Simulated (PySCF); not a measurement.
SMILES C(=Cc1ccco1)c1ccsc1 (C10H8OS), singlet at its GFN2-xTB optimised geometry (Å):

```
20

C      0.9144     0.1144     0.0000
C     -0.4220    -0.0240     0.0000
C     -1.3402     1.0760     0.0000
C     -2.7169     1.0760     0.0000
C     -3.1160     2.4287     0.0000
C     -1.9645     3.1568     0.0000
O     -0.8900     2.3543     0.0000
C      1.8658    -0.9663     0.0000
C      1.5597    -2.3609    -0.0001
C      2.6616    -3.1437    -0.0002
S      4.1172    -2.2216     0.0004
C      3.2213    -0.7615    -0.0001
H      1.3350     1.1112     0.0000
H     -0.8869    -0.9985     0.0000
H     -3.3535     0.2148     0.0000
H     -4.1172     2.8082     0.0000
H     -1.7860     4.2141     0.0000
H      0.5595    -2.7532     0.0000
H      2.7195    -4.2141    -0.0002
H      3.7417     0.1759    -0.0001
```

Level of theory: B3LYP/def2-SVP run with PySCF.

Map of the electron localisation function on the plane z = 1.5 Å:

```
|000000000000000000000000000|
|000000000000000000000000000|
|000000000000000000000000000|
|000000000000000000000000000|
|000000000110000000000000000|
|000000012210000000000000000|
|000000135620000000000000000|
|000001355410000000000000000|
|000001452001200000000000000|
|000001331000000000000000000|
|000000232110000000000000000|
|000000256442001100000000000|
|000000134321234410000000000|
|000000111001566410132100000|
|000000000001442112364100000|
|000000000000100023333110000|
|000000000000000021001465200|
|000000000000000231003898500|
|000000000000001354104899500|
|000000000000000245522577300|
|000000000000000024531122000|
|000000000000000001210000000|
|000000000000000000000000000|
|000000000000000000000000000|
|000000000000000000000000000|
|000000000000000000000000000|
|000000000000000000000000000|
```
Scale: ten equal steps from 0.000 (start of '0') to 0.790 (end of '9'), in the order '0123456789'; x runs from -6.50 to 6.50, y from -6.50 (bottom) to 6.50 (top).
